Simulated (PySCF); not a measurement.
CH₉ClOSi₃, SMILES [SiH2]([Si@H](OC)[SiH3])Cl. Atoms are numbered in the order given.

```xyz
15

C     -2.1664    -2.0949     0.1219
O     -1.5176    -1.5611    -1.0167
Si    -0.1686    -0.5485    -0.8881
Si     1.5410    -1.4696     0.4682
Si    -0.7036     1.5517     0.0587
Cl     1.1593     2.3391     0.6319
H     -1.4748    -2.6938     0.7609
H     -2.9809    -2.7653    -0.2202
H     -2.6190    -1.3032     0.7638
H      0.3185    -0.3492    -2.2952
H      1.1977    -1.3272     1.9274
H      1.7072    -2.9351     0.1591
H      2.8401    -0.7632     0.1978
H     -1.5580     1.4267     1.2925
H     -1.3639     2.5330    -0.8705
```

Geometry: PBE-D3(BJ)/def2-SVP. The structure was generated by enumeration; whether it is a known compound was not checked. The values are those of a single conformer.

Level of theory: PySCF with PBE-D3(BJ)/def2-SVP.

Frequencies are harmonic and unscaled.

Computed vibrational spectrum:
```tsv
mode	ν (cm⁻¹)	IR (km/mol)	moving atoms (share of kinetic energy)
1	26	0.7	Si 37 %, Cl 32 %, H 16 %, C 11 %
2	58	1.0	Si 38 %, Cl 38 %, H 17 %
3	69	2.3	C 36 %, H 31 %, Si 23 %
4	97	0.0	H 88 %
5	113	1.3	H 49 %, Si 27 %, C 22 %
6	119	1.6	H 70 %, C 12 %, Si 11 %
7	133	5.9	Si 57 %, H 21 %, Cl 13 %
8	191	7.6	O 59 %, Si 18 %, H 13 %, Cl 9 %
9	268	6.2	O 37 %, H 29 %, Si 21 %, C 12 %
10	361	1.7	Si 77 %, H 18 %
11	395	11.8	H 90 %, Si 9 %
12	441	6.5	Si 65 %, H 32 %
13	486	7.1	H 50 %, Si 38 %, Cl 8 %
14	516	23.9	H 55 %, Si 36 %
15	524	29.8	Si 47 %, Cl 31 %, H 21 %
16	645	21.8	H 92 %
17	685	157.7	H 91 %
18	719	16.7	H 36 %, O 25 %, Si 23 %, C 16 %
19	760	248.6	H 80 %, Si 14 %
20	795	70.9	H 78 %, Si 17 %
21	836	89.0	H 83 %, Si 14 %
22	896	61.7	H 97 %
23	901	36.8	H 96 %
24	905	44.9	H 96 %
25	1110	172.4	O 43 %, C 36 %, H 20 %
26	1134	0.7	H 76 %, C 19 %
27	1163	59.4	H 58 %, C 23 %, O 19 %
28	1417	2.6	H 96 %
29	1421	4.6	H 97 %
30	1427	15.0	H 89 %, C 9 %
31	2145	102.7	H 98 %
32	2148	32.6	H 98 %
33	2160	30.9	H 96 %
34	2161	71.5	H 96 %
35	2170	91.2	H 96 %
36	2177	106.1	H 96 %
37	2907	57.0	H 97 %
38	2974	35.3	H 90 %, C 10 %
39	3044	26.1	H 91 %, C 9 %
```
